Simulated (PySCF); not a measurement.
CH2O, SMILES [C-](=[O+]\[H])/[H].

Geometry optimised at ωB97X-D3(BJ)/def2-TZVPD.

Two levels are set side by side: TDDFT-PBE/def2-TZVPD (PySCF) and ADC(2)/aug-cc-pVDZ (PySCF). Vertical, same geometry; the bases differ. Differences are taken from unrounded values.

| quantity | TDDFT-PBE |
|---|---|
| lowest singlet excitation (eV) | 2.78 |

**Question.** These are the TDDFT-PBE values. What does ADC(2) give? (The exact figures need the calculation; the answer reports its results.)

**Answer.** 
```tsv
quantity	ADC(2)	TDDFT-PBE minus ADC(2)
lowest singlet excitation (eV)	3.02	-0.24
```

Functionals without exact exchange tend to place singlet excitations lower, as here. Differences between two approximate levels are no errors against the true value.

Rough cost on one machine, each run with all the roots and properties that it gave: ADC(2) against TDDFT-PBE within a factor of 2.
